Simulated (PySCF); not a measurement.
Worked example: dipole moment from atomic charges

CH₄F₂Ge, SMILES [CH3][GeH]([F])[F]. Atoms are numbered in the order given.

```xyz
8

Ge     0.0484     0.2790     0.0000
C     -1.7984    -0.2987     0.0000
F      0.8508    -0.4262    -1.3750
F      0.8508    -0.4262     1.3750
H      0.3804     1.7775     0.0000
H     -2.3112     0.0783    -0.8969
H     -2.3112     0.0783     0.8969
H     -1.8294    -1.3978     0.0000
```
Charge 0, spin multiplicity 1.

Geometry: B3LYP-D3(BJ)/def2-SVP.

Charges (e) from PySCF with M06-2X/def2-TZVP:

```tsv
atom	Mulliken	IAO
Ge1	0.891	1.470
C2	-0.592	-0.738
F3	-0.415	-0.556
F4	-0.415	-0.556
H5	0.006	-0.134
H6	0.171	0.170
H7	0.171	0.170
H8	0.182	0.175
```

The dipole moment of the full density is 3.28 D.

Task: What dipole moment does each set of point charges give, and which comes closer to that of the density?

Result: 
μ = Σ q r, and 1 e Å = 4.8032 D.
Mulliken: Σ q r = (-0.719, 0.562, 0.000) e Å, |μ| = 4.39 D.
IAO: Σ q r = (-0.705, 0.648, 0.000) e Å, |μ| = 4.60 D.
Mulliken comes closer in size. Point charges leave out the atoms' own dipoles (lone pairs, polarised bonds); fits to the potential absorb them, partitions of the density don't.
